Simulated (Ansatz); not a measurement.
**What each rung costs, and what it gives**

Saddle point of CH$_{5}$Ga, singlet (CH₄ + GaH → CH₃Ga ([CH3][Ga]) + H₂; bonds formed: Ga1–C4, H2–H3; bonds broken: Ga1–H3, H2–C4), PBE0-D4/def2-TZVP structure:

Ga1  (-1.567, -0.156, -0.853)
H2  (0.116, -0.754, -0.496)
H3  (-0.235, -1.443, -1.164)
C4  (0.262, 0.426, 0.434)
H5  (1.265, 0.014, 0.590)
H6  (0.386, 1.452, 0.078)
H7  (-0.229, 0.460, 1.411)
(Å)

Barriers are electronic and count from the start structure reached by relaxing down the imaginary mode.

Ansatz 0.2.0; basis: as named in each row; cores frozen in the correlated methods. Filled d shells of the heavier atoms are correlated. The def2 sets are not built for correlating such inner shells, so the correlated values are less sure here. B3LYP uses VWN-RPA correlation. Extrapolation: Hartree–Fock as exp(−7.88 √X), correlation as X^−2.97.

Times are rough, for one single point on 2 threads of a shared host (Arm Neoverse V1).

The estimate by CCSD(T) at an estimated basis limit (MP2 extrapolated from triple and quadruple zeta, plus CCSD(T) − MP2 in triple zeta) is 140.3 kJ/mol.

```
      method       basis  time (s)  barrier (kJ/mol)  method less estimate
          HF      STO-3G   under 1             300.5                 160.2
       SPW92    def2-SVP   under 1              71.9                 -68.4
      PBE-D4    def2-SVP   under 1             103.9                 -36.4
       SPW92  def2-TZVPP   under 1              75.5                 -64.8
    B3LYP-D4       6-31G         1             143.7                   3.4
     PBE0-D4    def2-SVP         1             123.2                 -17.1
      PBE-D4  def2-TZVPP         2             107.5                 -32.8
     BLYP-D4  def2-TZVPP         2             128.3                 -12.0
    B3LYP-D4  def2-TZVPP         2             139.7                  -0.6
    BHLYP-D4  def2-TZVPP         2             161.3                  21.0
     PBE0-D4  def2-TZVPP         2             124.5                 -15.8
      PBE-D4      STO-3G         2             148.9                   8.6
CAM-B3LYP-D4  def2-TZVPP         2             145.7                   5.4
     CCSD(T)    def2-SVP         3             162.4                  22.1
   r2SCAN-D4  def2-TZVPP         3             114.6                 -25.7
  RPA on PBE  def2-TZVPP         3             148.6                   8.2
      B2PLYP  def2-TZVPP         3             142.7                   2.4
  r2SCAN0-D4  def2-TZVPP         3             128.1                 -12.2
    PBE-QIDH  def2-TZVPP         3             136.5                  -3.8
     wB97M-V    def2-SVP         6             136.9                  -3.4
     wB97X-V  def2-TZVPP         6             146.3                   6.0
      B97M-V  def2-TZVPP         6             141.2                   0.9
     wB97M-V  def2-TZVPP         6             142.1                   1.8
         MP2  def2-QZVPP        16             134.0                  -6.3
     CCSD(T)  def2-TZVPP        21             146.5                   6.2
```

All methods are single points on the PBE0-D4 structures.

The T1 diagnostic stays at or below 0.014.

Labels in which every atom is bracketed show which atoms are joined, not bond orders.
